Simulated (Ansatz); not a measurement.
Reactions of C2H5FS2 (`CSSCF`).

Calculated with Ansatz (gas phase, PBE0-D4/def2-TZVP geometries, no zero-point term in ΔE). CCSD(T)/CBS is the MP2 limit (def2-TZVPP, def2-QZVPP) plus CCSD(T) − MP2 in def2-TZVPP, frozen cores. This one scheme is used for every species, atoms too. Open shells (•) are unrestricted, without spin–orbit coupling. Spin–orbit coupling would lower the free atoms: a little for C, F, S. One conformer a species, not always the lowest.

Task: Order these by ΔE at CCSD(T)/CBS, lowest first. (An estimate is asked.)
A. `CSSCF` → `[CH2]F`• + `CS[S]`•
B. `CSSCF` → `[CH2]` (triplet) + `FCSS`
C. `CSSCF` → `CC(F)(S)S`
D. `CSSCF` + `BNB` → `BN(B)C` + `FCSS`
E. `CSSCF` → `[CH]F` + `CSS`
F. `CSSCF` + `OC(F)F` → `FCOC(F)F` + `CSS`
G. `CSSCF` + CH₄ → `CCSSC` + H–F
H. `CSSCF` → 2 C• + F• + 5 H• + 2 S•

Result: G (-10.6 kcal/mol), C (+3.3 kcal/mol), F (+7.4 kcal/mol), D (+9.7 kcal/mol), A (+64.5 kcal/mol), E (+89.3 kcal/mol), B (+105.4 kcal/mol), H (+839.8 kcal/mol).

Largest T1 diagnostic: 0.022, for `CS[S]`•.
